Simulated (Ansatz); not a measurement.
Species: Si$_{2}$H$_{4}$, charge 1, doublet. Si2H4+ (parent SMILES [SiH][SiH3], doublet).
B3LYP-D3(BJ)/def2-TZVP minimum from Ansatz (an electronic-structure program):
```xyz
6

Si     0.0386     1.0708     0.7238
H     -0.4059     2.3333     0.0597
Si    -0.0046    -0.9769    -0.5656
H      0.8962    -0.5855    -1.6698
H     -1.4401    -1.0113    -0.9154
H      0.4745    -2.0515     0.3119
```
Charge +1, spin multiplicity 2.

Total energies in cc-pV(D+d)Z, 11 correlated electrons, 10 frozen orbitals. UHF or UKS for unpaired electrons; spin-orbit terms are left out. Correlated methods leave the cores frozen. No relativity. The spin of H4Si2+ (parent SMILES [SiH][SiH3], doublet) was assumed, and the state is the lowest solution found for it.

```csv
method,program,energy (Eh),minus CCSDT(Q) (mEh)
HF,Ansatz,-579.86109,209.94
MP2,Ansatz,-580.01969,51.35
CCSD,Ansatz,-580.06451,6.53
CCSD(T),Ansatz,-580.06952,1.52
CCSDT(Q),Ansatz,-580.07104,0.00
```

Rough core times of Ansatz's runs on a shared machine: CCSD(T) under 20 s, CCSDT(Q) 3 min.
